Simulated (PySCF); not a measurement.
Computed shifts of a molecule C2H7BO3, PySCF with PBE/pcSseg-1, GIAO, gas phase, equivalent atoms averaged, in ppm (number of nuclei): ¹³C: 67.4 (1), 27.5 (1). ¹H: 4.42 (1), 3.94 (1), 3.90 (1), 3.84 (1), 1.08 (2), -0.63 (1). References: ¹⁷O against H2O (σ = 334.3 ppm); ¹³C against TMS (σ = 182.0 ppm); ¹¹B against BF3 (σ = 83.9 ppm); ¹H against TMS (σ = 31.49 ppm), references at their B3LYP-D3(BJ)/def2-TZVP geometries, non-relativistic. The structure is a stationary point at PBE0-D3(BJ)/def2-SVP. The values are those of a single conformer.

**Question.** Which structure fits?
(A) OCB(O)CO
(B) COCB(O)O
(C) CCOB(O)O
(D) OCCB(O)O

**Answer.** D, OCCB(O)O
